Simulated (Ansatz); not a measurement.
Gas-phase reaction in SMILES: N[SiH2]N + [SiH4] (SiH4) → 2 N[SiH3]
Geometries: B3LYP-D3(BJ)/def2-TZVP minima from Ansatz (an electronic-structure program), one conformer each, not searched for the lowest.

Wanted: bond separation energy (electronic energy difference), in kJ/mol. Valence correlation only, unless marked. No spin-orbit coupling. Non-relativistic unless marked X2C. CBS marks a two-point X^-3 extrapolation of the correlation energy; Hartree-Fock from the larger set.

| level | program | bond separation energy (kJ/mol) |
|---|---|---|
| HF/STO-3G | Ansatz | 21.1 |

Problem. What does CCSD(T)/CBS(cc-pV(T+d)Z,cc-pV(Q+d)Z) (Ansatz) give?

Solution. 21.5 kJ/mol, so HF/STO-3G differs from it by -0.4 kJ/mol.
